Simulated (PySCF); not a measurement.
## KAl: from constants to spectrum

UHF-CCSD(T) constants of KAl, ³Π (triplet), unpaired electrons σ ↑, π ↑ (PySCF, no relativity, basis sets K 3-21G, Al 3-21G; masses 38.9637 and 26.9815 u):

- ωe: 106.3 cm⁻¹
- ωexe: 1.05 cm⁻¹
- Be: 0.076917 cm⁻¹
- αe: 0.000835 cm⁻¹
- D (centrifugal): 1.61e-07 cm⁻¹
- De to K + Al: 0.280 eV

(1) Give the vibrational terms G(v) and spacings up to v = 6.

(2) How well does the Morse estimate ωe²/(4ωexe) reproduce De, and what is D0?

Correlated steps freeze 10 core orbitals. The bond is weak. Basis-set superposition, not corrected here, can be much of De in a small basis, most of all at correlated wavefunction levels. 3-21G is very small, so such numbers show the basis as much as the molecule. The state was picked by a PBE0 search and need not be the measured ground state.

## Answers

(1) G(v) = ωe(v+½) − ωexe(v+½)².

| v | G(v) (cm⁻¹) | G(v) − G(v−1) | Bv (cm⁻¹) |
| --- | --- | --- | --- |
| 0 | 52.9 |  | 0.07650 |
| 1 | 157.1 | 104.2 | 0.07566 |
| 2 | 259.2 | 102.1 | 0.07483 |
| 3 | 359.2 | 100.0 | 0.07399 |
| 4 | 457.1 | 97.9 | 0.07316 |
| 5 | 552.9 | 95.8 | 0.07232 |
| 6 | 646.6 | 93.7 | 0.07149 |

(2) It gives 0.334 eV, 119 % of the computed De. D0 = De − G(0) = 0.280 − 0.007 = 0.273 eV.
